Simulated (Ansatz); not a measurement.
The same path of CH₇NSSi (11 atoms, charge 0, multiplicity 1) was run twice with different band settings. Lost on the way: Si1–S2, N3–H5. Made: S2–H5.

Computed with Ansatz 0.2.0, RKS B3LYP/def2-SVP.

Relaxed end points:

```xyz
11
Properties=species:S:1:pos:R:3
Si 0.083 -1.076 -0.605
S 1.684 -2.360 0.078
N 0.321 0.542 -0.049
C -0.710 1.504 0.301
H 1.247 0.949 -0.154
H -1.264 -1.476 -0.106
H 0.133 -1.304 -2.081
H 1.525 -2.070 1.392
H -1.654 0.979 0.518
H -0.923 2.238 -0.502
H -0.441 2.074 1.209
```

```xyz
11
Properties=species:S:1:pos:R:3
Si -0.642 -0.947 -0.702
S 2.346 -1.765 0.079
N -1.074 0.250 0.262
C -1.028 1.678 0.270
H 2.663 -0.458 0.222
H -0.971 -2.329 -0.287
H -0.138 -0.873 -2.111
H 1.929 -1.860 1.363
H -2.037 2.096 0.457
H -0.649 2.159 -0.657
H -0.401 2.050 1.105
```

Common settings: spring 5.0 eV/Å²; optimiser quadratic models (default); start path through a guess of the saddle point; force threshold 0.05 eV/Å; iteration limit 60; end points relaxed.

| run | movable images | climbing image |
| --- | --- | --- |
| 1 | 5 | yes |
| 2 | 6 | no |

Problem. What does each run give, and how far can it be trusted?

Solution. Run 1: converged after 19 iterations, highest image 2.935 eV above the first end. Neighbouring images differ by up to 2.5 eV, so the band resolves the path poorly. A vibrational analysis at the climbing image gives 2 clearly imaginary modes (712i, 67i cm⁻¹): a point of higher order, so a lower path passes nearby.
Run 2: converged after 18 iterations, highest image 2.625 eV above the first end. Neighbouring images differ by up to 2.3 eV, so the band resolves the path poorly. No image climbed, so the highest image needn't sit at the top of the path.
The orbitals stay closed-shell, which can raise the energy where a bond breaks towards radicals; this wasn't checked here.
